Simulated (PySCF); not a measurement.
O3Zr, multiplicity 1. Atoms are numbered in the order given.

```xyz
4

Zr     0.3117    -0.2631     0.0000
O     -0.8851    -1.5566     0.0000
O     -0.3368     1.4362     0.7464
O     -0.3368     1.4362    -0.7464
```

The structure is a stationary point at B3LYP-D3(BJ)/def2-TZVP. The multiplicity is an assumed one; other spin states were not compared. The def2 effective core potentials stand for the cores of Zr; spin–orbit coupling is left out.

These are TDA-PBE/def2-SVPD in PySCF values and carry that method's errors.

Vertical excitations. Isolated molecule, no solvent. State labels are in the subgroup Cs.

```csv
state,symmetry,energy (eV),λ (nm),f,main pairs
S1,A",1.83,678,0.006,HOMO→LUMO 100 %
S2,A",2.57,482,0.000,HOMO→LUMO+1 100 %
S3,A',3.22,385,0.013,HOMO→LUMO+2 86 %
S4,A",3.28,378,0.001,HOMO−1→LUMO 100 %
S5,A',3.35,370,0.007,HOMO−2→LUMO 90 %
S6,A',3.71,334,0.014,HOMO−3→LUMO 98 %
S7,A",4.01,309,0.006,HOMO−1→LUMO+1 97 %
S8,A',4.03,307,0.001,HOMO−2→LUMO+1 99 %
S9,A",4.07,305,0.004,HOMO−4→LUMO 98 %
S10,A",4.39,283,0.000,HOMO−2→LUMO+2 97 %
T1,A",1.73,715,0,HOMO→LUMO 100 %
T2,A",2.46,505,0,HOMO→LUMO+1 100 %
T3,A',2.66,466,0,HOMO→LUMO+2 99 %
T4,A",3.12,397,0,HOMO−1→LUMO 99 %
```
Triplets are in the Tamm–Dancoff approximation.
